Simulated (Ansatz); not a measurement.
A search over several starts for the lowest SCF solution of AlOF3H2⁺, that is Al(H2O)F3 with one electron fewer at the given spin, in a small basis.

```yaml
crystal:
  periodic: [false, false, false]
  atoms:
    - {symbol: Al, position_ang: [-0.017430, 0.028402, -0.834042]}
    - {symbol: O, position_ang: [-0.158045, 0.264021, 1.094406]}
    - {symbol: H, position_ang: [-0.610641, -0.499424, 1.483620]}
    - {symbol: H, position_ang: [0.725058, 0.315570, 1.489854]}
    - {symbol: F, position_ang: [1.649549, 0.017909, -0.855228]}
    - {symbol: F, position_ang: [-0.788670, 1.317571, -1.532852]}
    - {symbol: F, position_ang: [-0.799822, -1.444050, -0.845759]}
basis:
  gaussian: {orbitals: def2-SVP}
total_charge: 1
magnetization: {spin_polarized: true, initial_magnetization: 1}
hamiltonian: {xc: pbe0, dispersion: d4}
output: {orbitals: {seedname: orbitals}}
```

```sh
$ ansatz run in.yaml --threads 4 --pin off --events-out ev --progress --plain --max-ram 3916MiB
```

Shortened log:

```
Functional definition: PBE0
770 factors; integrals over basis functions are off by at most 1.2e-3 eV
mean field evaluation 1: about -16784.3472 eV, gradient 6.2e1 eV
mean field evaluation 2: about -16757.3248 eV, gradient 1.1e2 eV
mean field evaluation 4: about -16792.3414 eV, gradient 3.5e1 eV
mean field evaluation 8: about -16797.4275 eV, gradient 5.4e0 eV
mean field evaluation 16: about -16797.8931 eV, gradient 3.1e-1 eV
mean field evaluation 32: about -16798.0693 eV, gradient 1.6e-2 eV
mean field -16798.06934836 eV, -617.3176624121 hartree, gradient 2.7e-6 eV, S^2 0.758166; 6 other end points of the search recorded, 0 dependent functions left out
reference -16798.06937876 eV, -617.3176635291 hartree; 25, 24 occupied and 59, 60 virtual orbitals, 770 factors
Total energy: -16798.14329659 eV, -617.3203799593 hartree
```

Hardware: 4 threads of Arm Neoverse V2 on a shared host. Wall time 4 s.
